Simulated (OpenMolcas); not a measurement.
# Ni³⁺: Racah parameters, the spin-orbit constant, worked from levels

```json
{
 "Program": "OpenMolcas",
 "Basis": "ANO-RCC-VQZP [7s6p4d3f2g1h]",
 "Scalar Hamiltonian": "DKH2, point nucleus",
 "Active space": "7 electrons in 5 orbitals (3d)",
 "State averaging": "2S+1 = 4 even, 10 roots; 2S+1 = 2 even, 40 roots",
 "Spin-orbit coupling": "RASSI with atomic mean-field integrals over the reference wave functions, term energies averaged over their components"
}
```

Methods: CASSCF; MS-CASPT2, IPEA 0.25 Eh, imaginary shift 0.1 Eh (closed shells correlated: 3s 3p). Measured levels: Corliss and Sugar, J. Phys. Chem. Ref. Data 10, 197 (1981).

**Racah parameters.** Above ⁴F, d7 has ⁴P at 15B, ²G at 4B + 3C and ²H at 9B + 3C. The first two fix B and C, and the third tests them; where it misses by thousands of cm-1, two parameters do not describe the configuration (Trees and configuration-interaction terms are left out) and B and C hang on the terms chosen. Term energies are centres of gravity, weighted by 2J + 1.

```json
{"Source": "CASSCF", "⁴P": "21346", "²G": "21663", "B": "1423", "C": "5324", "C/B": "3.74", "²H from B, C": "28779", "²H found": "28921"}
{"Source": "MS-CASPT2", "⁴P": "17452", "²G": "18723", "B": "1163", "C": "4690", "C/B": "4.03", "²H from B, C": "24537", "²H found": "25971"}
{"Source": "measured", "⁴P": "17189", "²G": "19174", "B": "1146", "C": "4863", "C/B": "4.24", "²H from B, C": "24903", "²H found": "25965"}
```

Energies in cm-1. From CASSCF to MS-CASPT2, B changes by -18.3 % and C by -11.9 %. Against the measured terms, MS-CASPT2 has B off by +1.5 % and C by -3.6 %.

**The spin-orbit constant.** For the Hund term ⁴F of d7, E(J) = (A/2) J(J+1) + constant and ζ = -2S·A = -3A. From J = 3/2 to J = 9/2 the energy changes by 10.5 A.

| Source | E(9/2) - E(3/2) | A | ζ |
| --- | --- | --- | --- |
| CASSCF | -2576.6 | -245.4 | 736 |
| MS-CASPT2 | -2569.3 | -244.7 | 734 |
| measured | -2621.1 | -249.6 | 749 |

All in cm-1. MS-CASPT2 is off by -2.0 % and CASSCF by -1.7 %. Both methods take the spin-orbit matrix elements from the reference wave functions, so the second can move ζ only through the term energies and any multistate remixing. Second-order mixing with other terms is absorbed into this ζ.

CASPT2 breaks the degeneracy within a term, and the mean is taken; among the terms shown or strongly mixed into the levels shown the widest spread is 1200 cm-1 (3d⁷ ⁴F, MS-CASPT2). Without dynamic correlation excited terms often stand tens of per cent too high (terms of higher spin than the ground term too low), and those without a measured partner can miss by more than the paired ones (holds for CASSCF). Measured partners are found by configuration, term and J. A level has none where our copy of the source lacks it or the pairing is in doubt (some pairs that miss far off the trend of their configuration count as doubtful), and it then counts in no deviation. Only configurations of the active space appear.
